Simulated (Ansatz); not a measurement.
Correlation energies of CH4O3SW (`C[O][W](=[O])([OH])=[S]`) by basis set

```xyz
10

C    -0.3346   -1.2027   -1.4402
O     0.2396   -0.1407   -0.7133
W    -0.0131    0.8814    0.8036
O    -0.2308    2.5040    0.3437
O     1.4756    0.7328    1.9429
S    -1.7704    0.1878    1.8083
H     0.4423   -1.9393   -1.6542
H    -0.7348   -0.8173   -2.3803
H    -1.1358   -1.6699   -0.8626
H     2.0619    1.4639    2.1520
```

The species carries charge 0 and has multiplicity 1. Correlated methods include outer-core shells of W, which these sets cover unevenly. W: def2 effective core potential. Geometry: relaxed with PBE0-D4/def2-TZVP. It is one conformer, not always the lowest. Frozen core, restricted reference, the Gaussian-basis code of Ansatz.

| basis | HF (Eh) | MP2 corr. |
| --- | --- | --- |
| def2-SVP | -728.48247 | -1.22561 |
| def2-TZVPP | -728.98754 | -1.57959 |
| def2-QZVPP | -729.01207 | -1.72152 |

Problem. Estimate the CCSD correlation energy and the (T) correction in each basis where they were run (hartree).

Solution. 
| basis | CCSD corr. | (T) |
| --- | --- | --- |
| def2-SVP | -1.19207 | -0.05600 |
| def2-TZVPP | -1.53472 | -0.08644 |
